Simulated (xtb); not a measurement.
Be(F)(OH) (BeFHO), SMILES [OH][Be][F]. All values are semi-empirical tight-binding results from xtb (GFN2-xTB unless named), good for trends rather than for accurate numbers. Geometry: GFN2-xTB. Other conformers were not sampled.

Optimised geometry:

Bonds (Å): Be1–F2 1.387, Be1–O3 1.367, O3–H4 0.940. Bond angles (°): F2–Be1–O3 180.0, Be1–O3–H4 179.1.
Charge 0, spin multiplicity 1.

For metal compounds this method's bond lengths and energies can be far off.

Computed properties:
| Property | Value |
|---|---|
| point group as xtb finds it | C∞v |
| orbital gap | 9.18 eV |
| zero-point energy | 10.9 kcal/mol |
| G − E(el) at 298.15 K (modified RRHO) | -3.4 kcal/mol |

Computed IR lines (harmonic; lines under 4 % of the strongest left out, lines within 3 cm⁻¹ merged):
ν (cm⁻¹): 255 (s), 471 (s), 1550 (vs), 3884 (w) (against the strongest line: vs over 80 %, s over 45 %, m over 15 %, w over 4 %, vw less)

Computed atomic charges and the Wiberg bond orders between heavy atoms:
charges (e) Be1 0.69, F2 -0.42, O3 -0.59, H4 0.32. Bond orders Be1–F2 0.96, Be1–O3 1.21.
